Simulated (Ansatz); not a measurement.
Basis-set series for CH5IN2Si, SMILES `I[SiH]1NCN1`. The species carries charge 0 and has multiplicity 1. I takes the def2 core potential. The geometry is a stationary point of PBE0-D4/def2-TZVP.

```csv
functional,basis,functions,energy (Eh),HOMO (eV),LUMO (eV)
PBE0-D4,def2-SVP,111,-737.39024,-7.03,0.28
PBE0-D4,def2-QZVPP,473,-737.70202,-7.15,-0.25
ωB97M-V,def2-SVP,111,-737.56103,-9.21,2.17
ωB97M-V,def2-QZVPP,473,-737.87848,-9.35,1.33
```

Q: Give the rows for def2-TZVPP. (Estimate.)

A: Ansatz gave: 
```tsv
functional	basis	functions	energy (Eh)	HOMO (eV)	LUMO (eV)
PBE0-D4	def2-TZVPP	255	-737.68186	-7.12	-0.14
ωB97M-V	def2-TZVPP	255	-737.85952	-9.32	1.57
```

Positive LUMOs are unbound and depend on the basis.
